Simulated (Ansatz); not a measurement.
Ansatz (a quantum-chemistry and plane-wave program) input (MP2/def2-TZVPP): A basis named .json is the Basis Set Exchange file of that set (core-valence sets with the plain set on hydrogen).

Ansatz 0.2 input:
```yaml
crystal:
  periodic: [false, false, false]
  atoms:
    - {symbol: C, position_ang: [-1.14981457, -0.05477791, -0.04502006]}
    - {symbol: Si, position_ang: [0.54785519, 0.02610017, 0.02145083]}
    - {symbol: H, position_ang: [-1.76847219, 0.83159725, -0.09957680]}
    - {symbol: H, position_ang: [-1.68390593, -0.99607076, -0.03559828]}
    - {symbol: H, position_ang: [1.39794796, -1.17454559, 0.09584332]}
    - {symbol: H, position_ang: [1.28334497, 1.30228411, 0.00914054]}
basis:
  gaussian:
    orbitals: def2-TZVPP
    fitting: {mean_field: def2-universal-jkfit, correlation: aug-cc-pVQZ-RIFIT.json}
magnetization: {spin_polarized: false}
correlation: {method: mp2, electrons: outside_noble_gas}
```

Output:

```
Functional definition: HF
integrals: 0.07 GiB planned
275 factors; integrals over basis functions are off by at most 1.1e0 eV
mean field: 0.18 GiB planned
mean field evaluation 1: about -8952.0612 eV, gradient 3.1e1 eV
mean field evaluation 2: about -8953.8471 eV, gradient 2.0e1 eV
mean field evaluation 4: about -8954.8832 eV, gradient 5.8e-1 eV
mean field evaluation 8: about -8954.8866 eV, gradient 8.3e-7 eV
mean field -8954.88656287 eV, -329.0860113453 hartree, gradient 8.3e-7 eV, S^2 0.000000; 0 other end points of the search recorded, 0 dependent functions left out; unrestricted orbitals would lower it
6 core orbitals not correlated
682 factors; their error is unknown
reference -8954.88656287 eV, -329.0860113453 hartree; 6, 6 occupied and 117, 117 virtual orbitals, 682 factors
second order -8.04233948 eV of doubles, -0.00000000 eV of singles
Total energy: -8962.92890235 eV, -329.3815618699 hartree
```
